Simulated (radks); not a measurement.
Results of a calculation; reference values are marked as such.
S II, 15 electrons, occupied as [Ne] 3s2 3p3. Level of theory: Dirac Kohn-Sham, LDA (Slater exchange, Perdew-Zunger correlation), spin-unpolarised, spherical densities, point nucleus; open shells are shared between the two j in proportion to 2j + 1 (a radial shooting solver on a logarithmic mesh with Libxc functionals).

Unscreened Slater integrals over Kohn-Sham orbitals (cm^-1). Large and small components are both included.

integral          value
F0(3p3/2,3p3/2)  104720
F2(3p3/2,3p3/2)   52495
F0(3p3/2,3p1/2)  104920
G2(3p3/2,3p1/2)   52586
F0(3p3/2,3s1/2)  112000
G1(3p3/2,3s1/2)   73578
F0(3p3/2,2p3/2)  143550
F2(3p3/2,2p3/2)   23621
G0(3p3/2,2p3/2)  9496.7
G2(3p3/2,2p3/2)  9416.2
F0(3p1/2,3p1/2)  105130
F0(3p1/2,3s1/2)  112250
G1(3p1/2,3s1/2)   73825
F0(3p1/2,2p3/2)  144070
G2(3p1/2,2p3/2)  9430.7
F0(3s1/2,3s1/2)  120980
F0(3s1/2,2p3/2)  161440
G1(3s1/2,2p3/2)   11966
F0(2p3/2,2p3/2)  454030
F2(2p3/2,2p3/2)  209780
